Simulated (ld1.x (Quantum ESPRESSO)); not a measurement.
Transferability test, PAW potential for technetium (Tc)

ld1.x (Quantum ESPRESSO) 7.5 input, shortened:

```
&input
   title='Tc', zed=43., rel=2, dft='WC', iswitch=3,
   config='[Kr] 4d5 5s1.5 5p0', rel_dist='average'
 /
 &inputp
   pseudotype=3, lpaw=.true., tm=.true., lloc=-2, rcloc=1.50,
   nlcc=.false.,
   which_augfun='GAUSS', rmatch_augfun=1.20
 /
6
5S  1  0   1.50   0.00  2.35  3.00  0.0
5S  1  0   0.00   2.00  2.35  3.00  0.0
4P  2  1   6.00   0.00  1.55  1.90  0.0
5P  3  1   0.00   0.00  1.55  1.90  0.0
4D  3  2   5.00   0.00  1.35  1.55  0.0
4D  3  2   0.00   3.55  1.35  1.55  0.0
 &test
   configts(1)='4p6 4d5 5s1.5 5p0'
 /
```

Open shells are filled in proportion to 2j + 1 (rel_dist='average').

Energies are relative to the spin-unpolarised reference configuration 4p6 4d5 5s1.5 5p0; without spin polarisation the order of configurations can differ from experiment.

| valence configuration | charge | ΔE all-electron (eV) | error AE − PS (meV) |
| --- | --- | --- | --- |
| 4p6 4d5 5s2 5p0 | 0 | -3.310 | +2.5 |
| 4p6 4d5 5s1 5p0 | +1 | 4.898 | +7.8 |
| 4p6 4d5 5s0 5p0 | +2 | 19.724 | +153 |
| 4p6 4d5 5s0 5p2 | 0 | 4.526 | +142 |
| 4p6 4d3 5s0 5p0 | +4 | 90.436 | +40 |
| 4p6 4d5 5s1 5p1 | 0 | 0.523 | +17 |
| 4p6 4d5.5 5s1.5 5p0 | 0 | -3.923 | -1.0 |

Levels in the configuration 4p6 4d3 5s0 5p0:

| level | all-electron (eV) | pseudo (eV) |
| --- | --- | --- |
| 4p j=1/2 | -92.639 | -92.863 |
| 4p j=3/2 | -89.516 | -89.727 |
| 4d j=3/2 | -49.332 | -49.486 |
| 4d j=5/2 | -48.941 | -49.100 |

The ghost test of this file was not conclusive.
